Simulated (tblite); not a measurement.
Compound: C₅H₁₄N₂.
Bonds: C1–C2, C2–N3, N3–N4, N3–C5, C5–C6, C5–C7. Hydrogens: H8, H9, H10 on C1; H11, H12 on C2; H13, H14 on N4; H15 on C5; H16, H17, H18 on C6; H19, H20, H21 on C7.

The geometry is computed with GFN2-xTB (gas phase).

**Question.** What internal coordinates does the optimisation give?

**Answer.** 
```csv
bond,length (Å)
C1–C2,1.524
C2–N3,1.457
N3–N4,1.417
N3–C5,1.460
"C5–C6, C5–C7",1.530
"C1–H8, C1–H9, C1–H10",1.087
C2–H11,1.106
C2–H12,1.097
"N4–H13, N4–H14",1.020
C5–H15,1.093
C6–H16 and 5 like bonds,1.087
```

Bonds in one row agree within 0.01 Å and their mean is given. A selection of angles:
```csv
angle,degrees
C2–C1–H8,109.7
C2–C1–H9,111.6
H8–C1–H9,108.9
H9–C1–H10,108.1
C1–C2–N3,112.6
C1–C2–H11,109.8
C1–C2–H12,108.3
N3–C2–H11,112.4
N3–C2–H12,106.1
H11–C2–H12,107.4
C2–N3–N4,112.9
C2–N3–C5,116.1
N4–N3–C5,110.4
N3–N4–H13,111.9
N3–N4–H14,108.3
H13–N4–H14,108.3
N3–C5–C6,114.5
N3–C5–C7,107.9
N3–C5–H15,106.2
C6–C5–C7,110.4
C6–C5–H15,109.0
C5–C6–H16,110.0
C5–C6–H17,111.2
H16–C6–H17,109.1
H17–C6–H18,108.2
```

Torsions: C1–C2–N3–N4 165° (antiperiplanar); C2–N3–C5–C6 -73° (synclinal). The mirror-image conformer, all signs reversed, is as good.

Of the pairs four or more bonds apart, C1···H15 is among the closest relative to their van der Waals radii: 2.60 Å, 90 % of the sum of Bondi's values. N4 (hydrazine nitrogen) is pyramidal (angles 111.9°, 108.3° and 108.3°, sum 328.5°, 0.37 Å off the plane of its three neighbours). N3 (hydrazine nitrogen) is pyramidal (angles 116.1°, 112.9° and 110.4°, sum 339.3°, 0.39 Å off the plane of its three neighbours).

Point group: C1 (no symmetry element, even within 0.4 Å). Its GFN2-xTB frequencies are all real (lowest 34 cm⁻¹). One conformer, not necessarily the lowest (C1–C2–N3–N4 165°, C2–N3–N4–H 44° and -75°, C2–N3–C5–C6 -73°). 3 starts were optimised and ended at 0.00, 0.74 and 3.34 kcal/mol (GFN2-xTB); the lowest of these is shown.
